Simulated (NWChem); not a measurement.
System: Si$_{2}$NH$_{5}$ClF; SMILES N[Si@@H](Cl)[SiH2]F

```xyz
10

N     -1.9976    -0.5114    -0.2366
Si    -0.3964    -0.4377     0.3893
Cl     0.9134    -1.9526    -0.3008
Si     0.6591     1.5530    -0.2594
F     -0.1172     2.8411     0.3505
H     -2.6493    -1.2013     0.1206
H     -2.1855    -0.3051    -1.2108
H     -0.5031    -0.6557     1.8517
H      2.0607     1.5685     0.2357
H      0.6551     1.6611    -1.7449
```
Atoms are numbered in this order, from 1.

Program: NWChem. Pople sets run with spherical d functions. Coordinates come from a B3LYP/6-31G* (spherical d) optimisation. Atomic charges in e: unrestrained fits to the electrostatic potential beside Mulliken populations; buried atoms are poorly determined by the fit.

Q: What does the run give for Hartree-Fock/6-31G*? Quantities: ESP N1; Mulliken N1; ESP Si2; Mulliken Si2; ESP Cl3; Mulliken Cl3; ESP Si4; Mulliken Si4; ESP F5; Mulliken F5; relative RMS misfit of the potential (%).

A: 
```
Quantity                                  Value
----------------------------------------  -----
ESP N1                                    -1.01
Mulliken N1                               -1.06
ESP Si2                                    0.74
Mulliken Si2                               0.75
ESP Cl3                                   -0.37
Mulliken Cl3                              -0.41
ESP Si4                                    0.59
Mulliken Si4                               0.91
ESP F5                                    -0.34
Mulliken F5                               -0.54
relative RMS misfit of the potential (%)     28
```
